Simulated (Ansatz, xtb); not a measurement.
## A geometry optimisation of AlF2H2P with r2SCAN-D4/def2-SVP

The starting geometry of this gas-phase singlet has its atoms placed at random.

```xyz
6

Al   -0.1875    0.0483    0.4496
F    -0.3189   -1.5674    0.2166
F     0.1885    1.7491    0.9445
P    -0.1273    0.2095   -1.6067
H     0.3639   -1.0026   -1.1420
H    -0.9528   -1.8300   -0.4937
```

Q: Guess where an optimisation with r2SCAN-D4/def2-SVP ends from this start.

A: It ends as `[F][Al]([F])[PH2]`. Distances that change by over a tenth: Al1–P4 (2.06 → 2.30 Å). Contacts that open: F2–H6 (0.99 → 3.38 Å). Contacts that close: P4–H6 (2.47 → 1.43 Å).

The energy falls by 7.38 eV over 19 steps:

```json
{"step": "1", "E − E(last) (eV)": "7.383"}
{"step": "3", "E − E(last) (eV)": "3.727"}
{"step": "5", "E − E(last) (eV)": "2.643"}
{"step": "7", "E − E(last) (eV)": "1.518"}
{"step": "9", "E − E(last) (eV)": "0.436"}
{"step": "11", "E − E(last) (eV)": "0.155"}
{"step": "13", "E − E(last) (eV)": "0.031"}
{"step": "15", "E − E(last) (eV)": "0.013"}
{"step": "17", "E − E(last) (eV)": "0.003"}
{"step": "19", "E − E(last) (eV)": "0.000"}
```

Final geometry (Å):

| atom | x (Å) | y (Å) | z (Å) |
| --- | --- | --- | --- |
| Al | -0.2803 | -0.0614 | 0.5868 |
| F | -1.0770 | -0.9604 | 1.7301 |
| F | 0.6900 | 1.1692 | 1.1292 |
| P | -0.6098 | -0.4191 | -1.6616 |
| H | 0.7890 | -0.2843 | -1.9283 |
| H | -0.5458 | -1.8372 | -1.4877 |

From the same start GFN2-xTB reaches the same bonding as this run.

From so rough a start the end depends on the optimiser's path, so another program may land elsewhere. The end wasn't checked by frequencies. Run with Ansatz 0.2.0, 95 s on 1 thread of AMD EPYC (Zen 3) (shared host).
